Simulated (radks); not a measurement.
Coulomb parameter of the 4f shell of neutral samarium in the model configuration [Xe] 4f5 6s2 6p1, as a second difference U = [E(n + 0.5) + E(n - 0.5) - 2 E(n)] / (0.5)^2 with all orbitals relaxed. "Bare": the charge of the atom changes with n. "Screened": the 6p shell takes up the change at fixed total charge, which measures U(4f,4f) + U(6p,6p) - 2 U(4f,6p). All-electron calculation, Dirac Kohn-Sham, PBEsol, spin-unpolarised, spherical densities, finite nucleus; open shells are shared between the two j in proportion to 2j + 1; Fermi nuclear charge, rms radius 5.0819 fm. Program: a radial shooting solver on a logarithmic mesh with Libxc functionals.

start: configuration [Xe] 4f5 6s2 6p1; E - E(n) (eV) 0.000
bare +0.5: configuration [Xe] 4f5.5 6s2 6p1; E - E(n) (eV) -3.888
bare -0.5: configuration [Xe] 4f4.5 6s2 6p1; E - E(n) (eV) 7.438
screened +0.5: configuration [Xe] 4f5.5 6s2 6p0.5; E - E(n) (eV) -3.439
screened -0.5: configuration [Xe] 4f4.5 6s2 6p1.5; E - E(n) (eV) 5.590

U(bare) = 14.200 eV, U(screened by 6p) = 8.607 eV, against the Slater integral F0(4f,4f) = 27.565 eV with frozen orbitals. The step up makes a negative ion, whose loosely bound charge lowers the bare value.
